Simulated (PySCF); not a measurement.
Compound: C₅H₈O₅.
Structure used (PBE0-D3(BJ)/def2-SVP), in Å, numbered top down from 1:
```xyz
18
C5H8O5 angstrom
C      2.7808   -0.8922   -0.6299
C      1.8760    0.2758   -0.8749
O      2.2134    1.3576   -1.2646
O      0.5930   -0.0512   -0.5898
C     -0.4067    0.9494   -0.7664
O     -0.7931    1.4264    0.4691
C     -1.5389    0.4941    1.2064
O     -2.6294    0.0337    0.4760
C     -2.1899   -0.5316   -0.7161
O     -1.4495    0.3916   -1.4714
H      2.4152   -1.7726   -1.1770
H      2.7706   -1.1448    0.4409
H      3.7996   -0.6402   -0.9435
H      0.0104    1.7838   -1.3407
H     -1.9163    1.0149    2.0946
H     -0.8881   -0.3541    1.5048
H     -1.5703   -1.4297   -0.5141
H     -3.0692   -0.8016   -1.3131
```

Computed with PBE0-D3(BJ)/def2-SVP geometry optimisation, gas phase in PySCF 2.14.0.

Take the most abundant isotopes and a rigid rotor. The values belong to one conformer with, in the numbering `[CH3:1][C:2](=[O:3])[O:4][CH:5]1[O:6][CH2:7][O:8][CH2:9][O:10]1`, C1–C2–O4–C5 180°, C2–O4–C5–O6 -105°, O4–C5–O6–C7 -71°, C5–O6–C7–O8 -54°, O6–C7–O8–C9 58°, C7–O8–C9–O10 -58°.

**Question.** Give the principal moments of inertia and the rotational constants in MHz.

**Answer.** Ia = 169.10, Ib = 604.09, Ic = 614.73 u·Å²; 505379 MHz·u·Å²/I gives A = 2989, B = 836.6, C = 822.1 MHz.

**Question.** Classify the top.

**Answer.** A near-prolate asymmetric top: κ = (2 × 836.6 − 2989 − 822.1)/(2989 − 822.1) = -0.99.

**Question.** Is it planar, by Δ = Ic − Ia − Ib?

**Answer.** Not planar: Δ = Ic − Ia − Ib = -158.46 u·Å². For a rigid frame Δ = −2 Σ m c², so Σ m c² = 79.23 u·Å² lies off the ab plane: 14.28 from hydrogen and 64.95 from heavier atoms. The atom farthest from that plane is 2.06 Å away.

**Question.** Give the other two planar moments, Paa and Pbb, and the rms extents of the mass along the axes.

**Answer.** Paa = Σ m a² = (Ib + Ic − Ia)/2 = 524.86 and Pbb = Σ m b² = (Ia + Ic − Ib)/2 = 89.87 u·Å². With the mass M = 148.04 u, the rms extents √(P/M) along a, b and c are 1.88, 0.78, 0.73 Å.

**Question.** Predict some low-J microwave lines.

**Answer.** The dipole components are |μa| = 0.05 D, |μb| = 2.00 D, |μc| = 2.74 D. The squared components, which scale the intensities, stand as 0.00 : 0.53 : 1.00 (a : b : c). Some lines, for components of 0.1 D or more:

| type | branch | J(Ka,Kc) | MHz | lower level (cm⁻¹) |
| --- | --- | --- | --- | --- |
| b | R | 2(0,2) ← 1(1,1) | 1165 | 0.127 |
| b | Q | 2(1,1) ← 2(0,2) | 2181 | 0.166 |
| b | R | 3(0,3) ← 2(1,2) | 2838 | 0.237 |
| b | R | 2(1,2) ← 1(0,1) | 5455 | 0.055 |
| c | Q | 3(2,2) ← 3(1,2) | 6435 | 0.405 |
| b | Q | 3(2,1) ← 3(1,2) | 6435 | 0.405 |
| b | R | 3(1,3) ← 2(0,2) | 7092 | 0.166 |
| b | R | 2(2,1) ← 1(1,0) | 9788 | 0.128 |
| c | R | 2(2,1) ← 1(1,1) | 9803 | 0.127 |
| b | Q | 3(3,0) ← 3(2,1) | 10796 | 0.620 |
| b | R | 3(3,0) ← 2(2,1) | 15773 | 0.454 |

**Question.** Estimate the classical rotational partition function at 10 K, 100 K and 500 K.

**Answer.** Point group C1, symmetry number σ = 1; q = (√π/σ)·√((kT/h)³/(ABC)), k/h = 20836.6 MHz/K: 3720 at 10 K, 118000 at 100 K, 1310000 at 500 K.

No PBE0-D3(BJ)/def2-SVP frequencies stand behind this structure, so it isn't proved a minimum. These are rigid-rotor constants of the computed structure; measured ground-state constants (B0) also hold zero-point vibration. A rigid rotor knows nothing of internal rotation, which can split or shift real lines.

Hardware: one thread of an x86-64 server, shared host. Cost: 3.6 min wall, 2.7 min CPU. These figures are those of the optimisation.
